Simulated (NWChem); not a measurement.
System: C$_{2}$H$_{6}$O$_{2}$Si; SMILES O=CC[SiH2]O

The following NWChem deck was run.

```
start job
memory heap 200 mb stack 900 mb global 1100 mb
geometry units angstroms noautoz
  O      0.375986     2.544517    -0.350552
  C     -0.164183     1.773685     0.415156
  C     -0.822085     0.487108     0.006613
  Si     0.421212    -0.961977     0.088799
  O     -0.334748    -2.430975    -0.129350
  H     -0.163886     1.973607     1.510894
  H     -1.656133     0.247479     0.678209
  H     -1.188983     0.576181    -1.022529
  H      1.475694    -0.720295    -0.932453
  H      1.013979    -1.019837     1.445458
  H     -0.633178    -2.642091    -1.024565
end
basis spherical
  * library def2-svp
end
dft
  xc slater vwn_5
  iterations 150
  mulliken
end
task dft energy
```

All runs use the structure optimised with B3LYP/6-31G* (spherical d).

What results follow from this input? (LDA (Slater exchange, VWN5)/def2-SVP.) Quantities: energy (Ha); highest occupied level (eV); orbital gap (eV); dipole (D).


```
Item                          Result
---------------------------  -------
energy (Ha)                  -516.55
highest occupied level (eV)    -5.71
orbital gap (eV)                3.64
dipole (D)                      2.48
```
